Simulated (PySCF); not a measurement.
# Ti (titanium, neutral) across methods

[Ar] 3d2 4s1 5s1, high-spin 5F determinant (an excited configuration). Computed with PySCF 2.14 in aug-cc-pVQZ-DK, with scalar relativity by spin-free X2C-1e.

| method | E (hartree) | mean ε 3d α (eV) | mean ε 4s α (eV) | mean ε 5s α (eV) | Σ⟨r²⟩ (bohr²) | ⟨S²⟩ |
| --- | --- | --- | --- | --- | --- | --- |
| PBE | -853.335 | -9.048 | -7.555 | -1.533 | 116.1 | 6.000 |
| LDA | -851.455 | -9.005 | -7.781 | -1.524 | 115.0 | 6.000 |
| r2SCAN | -853.523 | -9.609 | -7.764 | -1.473 | 119.3 | 6.001 |
| UHF | -852.62583 | -15.903 | -9.943 | -2.201 | 127.1 | 6.003 |

(1) Estimate the same row for PBE0.

The outer electron is Rydberg-like, and this basis confines it to a smaller radius and binds it less than a complete one would.

Results:

(1) E (hartree) = -853.368; mean ε 3d α (eV) = -10.858; mean ε 4s α (eV) = -8.238; mean ε 5s α (eV) = -1.765; Σ⟨r²⟩ (bohr²) = 118.4; ⟨S²⟩ = 6.001.
